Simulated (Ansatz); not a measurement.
Compare A (`O=C([SiH3])S[SiH3]`) with its isomer B (`[SiH3]S[SiH]1CO1`).

Computed with Ansatz on PBE0-D4/def2-TZVP structures; ΔE is electronic, products minus reactants. CCSD(T)/CBS adds triple-zeta CCSD(T) − MP2 to the extrapolated MP2 energy (def2 sets, frozen cores). Functionals use def2-TZVPP. B3LYP here is the variant with VWN-RPA as its local correlation; programs differ in this. Each species was taken in one conformer, which may not be the lowest.

A:

Z-matrix (Å, degrees):
```
Si
C 1 1.926
H 1 1.484 2 108.2
H 1 1.481 2 107.9 3 -120.6
H 1 1.484 2 108.2 3 118.8
S 2 1.790 1 114.8 3 -59.7
O 2 1.205 1 123.3 3 120.3
Si 6 2.159 2 95.5 1 179.9
H 8 1.479 6 110.5 2 -62.1
H 8 1.484 6 103.3 2 -180.0
H 8 1.479 6 110.5 2 62.1
```

B:

```xyz
11

Si    0.853   -0.938   -2.064
S     1.329   -0.730    0.019
Si   -0.375    0.371    0.593
C    -0.591    0.986    2.270
O    -1.337   -0.211    1.802
H     1.939   -1.774   -2.629
H    -0.459   -1.605   -2.242
H     0.826    0.386   -2.734
H    -1.066    0.942   -0.583
H     0.125    0.752    3.055
H    -1.244    1.822    2.513
```

Task: Which is lower in electronic energy at CCSD(T)/CBS, and by how much? (An estimate is asked.)

Result: Computed: B, by 84.3 kJ/mol.

Task: Give E(B) − E(A) in kJ/mol with B3LYP, B2PLYP, B3LYP-D4, CCSD/def2-TZVPP, CCSD(T)/def2-TZVPP, ωB97M-V, MP2/def2-TZVPP. (Best estimate.)

Result: Ansatz gave: B3LYP -65.3, B2PLYP -71.4, B3LYP-D4 -64.1, CCSD/def2-TZVPP -81.5, CCSD(T)/def2-TZVPP -76.9, ωB97M-V -83.6, MP2/def2-TZVPP -87.9. None reverses the order clearly.

Largest T1 diagnostic: 0.017.

From PBE to PBE0 (25 % exact exchange), in def2-TZVPP and without D4, E(B) − E(A) moves by −15.1 kJ/mol. In def2-TZVPP, CCSD(T) changes the Hartree–Fock value by −8.3 kJ/mol (the triples alone add +4.6 kJ/mol) and MP2 by −19.4 kJ/mol.
